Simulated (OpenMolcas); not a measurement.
V3+ with 4 ligands (bromide) in tetrahedral coordination (Td). A charge of +0.25 e stands 2.8 Å behind each ligand. Ligand basis ANO-RCC-VDZP.

- Program: OpenMolcas 26.06
- Method: CASSCF
- Basis: ANO-RCC-VTZP [6s5p3d2f1g]
- Scalar Hamiltonian: DKH2, point nucleus
- Active space: 2 electrons in 5 orbitals (3d)
- State averaging: 2S+1 = 3 even, 10 roots; 2S+1 = 1 even, 15 roots
- Spin-orbit coupling: state interaction with AMFI integrals over the reference wave functions

All ligands move together. At R = 2.42 Å the first state of the same spin is 4881 cm-1, and at R = 2.51 Å it is 4265 cm-1.

Q: A third run gives 5990 cm-1. What distance was it run at?

A: With a power law R^-n the two known points give n = -ln(4265 / 4881) / ln(2.51 / 2.42) = 3.69. Then R = 2.42 × (4881 / 5990)^(1/3.69) = 2.289 Å. The run was at 2.29 Å, so the estimate is off by -0.001 Å.

Without dynamic correlation the repulsion within the d shell is too large (B by tens of per cent), so at a given field states of lower spin stand too high. Ligand-to-metal charge-transfer states are missing. With no ligand orbital active B as a rule stays too high, so bands that hang on it stand too high and its fall with covalency is understated. With metal d orbitals alone and no dynamic correlation the field as a rule comes out too small, by tens of per cent, by up to half for chloride and softer ligands. No measured value stands beside these numbers; the geometry was imposed, not optimised, and the real ion may take another.
